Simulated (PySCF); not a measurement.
This script is equivalent to a calculation on Mn (manganese, neutral).

```python
from pyscf import gto, scf, dft, mp, cc
import basis_set_exchange as bse
mol = gto.M(atom="Mn 0 0 0", charge=0, spin=5, symmetry="D2h",
            basis=gto.basis.parse(bse.get_basis("jorge-DZP-DKH", elements=["Mn"], fmt="nwchem", header=False)),
            nucmod="G")
mf = dft.UKS(mol, xc="R2SCAN").sfx2c1e()
mf.irrep_nelec = {'Ag': (6, 4), 'B1g': (1, 0), 'B2g': (1, 0), 'B3g': (1, 0), 'B1u': (2, 2), 'B2u': (2, 2), 'B3u': (2, 2)}
mf.kernel()
```

(1) What total energy does it give?

(2) Which occupied shell lies highest, and where?

(3) What is ⟨S²⟩, and what would a pure spin state give?

## Answers

(1) -1158.234 hartree (calculated).

(2) 4s β, at -4.405 eV.

(3) 8.772, against 8.75.
